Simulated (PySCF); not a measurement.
Compound: C2H6Ge2.
Bonds: C1–C2 (triple), C2–Ge3, Ge3–Ge4. Hydrogens: H5 on C1; H6, H7 on Ge3; H8, H9, H10 on Ge4.

Method: PySCF 2.14.0, PBE0-D3(BJ)/def2-SVP geometry optimisation, gas phase.

(1) List the bond lengths and angles at this level.

Answers

(1) 
```tsv
bond	length (Å)
C1≡C2	1.216
C2–Ge3	1.903
Ge3–Ge4	2.420
C1–H5	1.076
Ge3–H6, Ge3–H7	1.538
Ge4–H8, Ge4–H9, Ge4–H10	1.539
```

Bonds in one row agree within 0.01 Å and their mean is given. A selection of angles:
```tsv
angle	degrees
C2–C1–H5	179.8
C1–C2–Ge3	177.9
C2–Ge3–Ge4	107.8
C2–Ge3–H6	108.3
Ge4–Ge3–H6	111.6
H6–Ge3–H7	109.4
Ge3–Ge4–H8	110.2
H8–Ge4–H9	109.2
```

Ge3 (germanium bonded to C, Ge and 2 H) is tetrahedral (angles from 107.8° to 111.6°). Ge4 (germanium bonded to Ge and 3 H) is tetrahedral (angles from 109.1° to 110.2°). The 4 heavy atoms lie in one plane (0.000 Å rms).

Point group: Cs (every atom within 0.08 Å of its image). Whether it is a minimum is left open (no frequencies).
